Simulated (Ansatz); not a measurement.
AlBH₅NO (`OB[NH][AlH2]`) at its PBE0-D4/def2-TZVP geometry, where that method's forces vanish. The species carries charge 0 and has multiplicity 1.

```xyz
9

O    -1.5653   -0.8791   -0.6761
B    -1.2694    0.3721   -0.2206
N     0.0303    0.7499    0.2345
Al    1.5103   -0.2493    0.3210
H    -0.8218   -1.4909   -0.6658
H    -2.1726    1.1612   -0.2194
H     0.0812    1.7123    0.5383
H     2.8565    0.3726    0.8616
H     1.3508   -1.7487   -0.1735
```

(1) What forces (eV/Å) does ωB97M-V/def2-TZVPP give on these atoms in Ansatz? (Best estimate.)

## Answers

(1) Computed: 
```
O1   0.031 -0.207 -0.054
B2  -0.163  0.248  0.032
N3   0.095  0.055  0.042
Al4  0.147 -0.080  0.014
H5  -0.069  0.030 -0.009
H6   0.101 -0.090  0.000
H7  -0.013 -0.036 -0.014
H8  -0.144 -0.067 -0.058
H9   0.016  0.146  0.048
```
